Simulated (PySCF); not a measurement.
Si(H)(Cl)(Br)(NH2), SMILES [SiH](N)(Br)Cl at its PBE0/def2-SVP optimised geometry (Å):

```
7

Si    -0.8456    -0.6918     0.0000
N     -1.3576    -1.5061     1.4067
Cl    -1.4525    -1.5607    -1.7824
Br     1.3712    -0.6918     0.0000
H     -1.3712     0.6918     0.0000
H     -2.3235    -1.4388     1.7096
H     -0.9335    -2.3854     1.6810
```

Computed with PySCF with PBE0/def2-TZVP. Cells within 0.4 Å of a nucleus heavier than hydrogen are left out (blank, or x).

Map of the deformation density (molecule minus spherical neutral atoms) (e/bohr³) on the plane z = 0.0 Å:

```
|11111111111111111111111111111|
|11111111111111111111111111111|
|11111111111111111111111111111|
|11111111111111111111111111111|
|11111111111111111111111111111|
|11111111111111111111111111111|
|11111111111111111111111111111|
|11111111111111111111111111111|
|11111111111111111111111111111|
|11111111111111111111111111111|
|11111111222211111111111111111|
|11111112674321111112211111111|
|11111124897421111122221111111|
|11111124787421112222222111111|
|11111123565311122222322111111|
|11111111232111233212232111111|
|1111110001xxx234311xx22111111|
|1111110001xxx23431xxxx2111111|
|1111110001xx1134321xx32111111|
|11111111111000233222332111111|
|11111111110000122222322111111|
|11111111111000112222222111111|
|11111111111111111122221111111|
|11111111111111111112211111111|
|11111111111111111111111111111|
|11111111111111111111111111111|
|11111111111111111111111111111|
|11111111111111111111111111111|
|11111111111111111111111111111|
```
Scale: ten equal steps from -0.020 (start of '0') to 0.082 (end of '9'), in the order '0123456789'; x runs from -3.50 to 3.50, y from -3.50 (bottom) to 3.50 (top).
